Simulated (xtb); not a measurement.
Cl$_{3}$Ti (SMILES [Cl][Ti]([Cl])[Cl]), doublet, at a GFN2-xTB geometry (such geometries of metal compounds can be far from the true shape). Base run: xtb with GFN2-xTB.

xtb was given this input:
```
$ xtb mol.xyz --gfn 2 --uhf 1 --json

# file mol.xyz
4

Ti    -0.07313286    -0.25894649    -0.17957005
Cl     2.02625162    -0.11980684    -0.40106979
Cl    -0.74536583    -0.82514572     1.74484115
Cl    -1.18624328     1.28005978    -1.11138659
```

Variants of this job, named by their change:

| change | ΔE vs base (mEh) | dipole (D) | G_solv (kcal/mol) | SCF cycles |
|---|---|---|---|---|
| base | 0.000 | 1.78 | - | 12 |
| alpb = thf | -11.644 | 1.83 | -7.36 | 11 |
| acc = 1000 | 0.011 | 1.86 | - | 5 |
| acc = 0.0001 | 0.000 | 1.78 | - | 17 |
| acc = 0.1 | 0.000 | 1.78 | - | 14 |
| alpb = cs2 | -9.768 | 1.85 | -6.24 | 11 |

ALPB and GBSA are two models with their own fitted parameters for each solvent, which aren't always the measured dielectric constant.
